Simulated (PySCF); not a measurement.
SMILES O[Si](C)(/C=C/B(O)O)C, GFN2-xTB optimised geometry. Atoms within 1.6 Å of the plane z = 1.5 Å (x, y, z in Å): Si1 (-0.44, 2.45, -0.01), C3 (-2.12, 2.16, 0.85), O4 (0.40, 3.65, 0.72), C5 (0.58, 0.85, 0.03), C6 (0.10, -0.40, 0.00), B7 (0.98, -1.71, 0.00), O8 (0.34, -2.90, 0.00), O9 (2.34, -1.71, 0.00), H13 (-2.66, 3.10, 0.96), H14 (-2.75, 1.49, 0.27), H15 (-1.99, 1.73, 1.84), H16 (0.57, 3.65, 1.66), H17 (1.66, 0.98, 0.05), H18 (-0.97, -0.53, -0.02), H19 (0.94, -3.65, 0.00), H20 (2.75, -0.84, -0.01).

Calculation: B3LYP/def2-SVP (PySCF).

Map of the LUMO amplitude (bohr^(-3/2)) on the plane z = 1.5 Å; orbital energy -0.99 eV, overall sign arbitrary:

```
|===========================|
|===========================|
|============+++++==========|
|==========++++++++=========|
|==========+++==+++=========|
|==========++==-=++=========|
|======++===++=-=+++========|
|=====+++=-=+**+++++========|
|=====+++=-=+#%##*++========|
|=====++=--=*%@@%#*+========|
|======+==-=*#@@@%*+========|
|===========+*%@@#*+========|
|=============+##*++========|
|==========--::-============|
|==========-:. .:-==========|
|==========-:    :-=========|
|==========-:.   .-=========|
|==========--::..:-=========|
|============---:--=========|
|================-==========|
|=============+=============|
|===========================|
|===========================|
|===========================|
|===========================|
|===========================|
|===========================|
```
Scale: ten equal steps from -0.049 (start of ' ') to 0.056 (end of '@'), in the order ' .:-=+*#%@'; x runs from -6.00 to 6.00, y from -6.00 (bottom) to 6.00 (top).
